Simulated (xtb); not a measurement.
F3Sn, charge +1, singlet, at a GFN2-xTB geometry (such geometries of metal compounds can be far from the true shape), atoms displaced at random by about 0.05 Å a coordinate.

xtb was given this input:
```
$ xtb mol.xyz --gfn 1 --chrg 1 --opt --json

# file mol.xyz
4

Sn    -0.04437319     0.05222501     0.02495814
F     -1.70105123    -1.13039136     0.12103404
F      0.00094034     1.92936110    -0.77550139
F      1.73765621    -0.72291123     0.71508568
```

Task: What is the computed HOMO-LUMO gap (GFN1-xTB (xtb))?

Result: 2.22 eV

Task: Estimate the total energy at the end of the optimisation that GFN1-xTB returns for this input.

Result: -17.3076 Eh
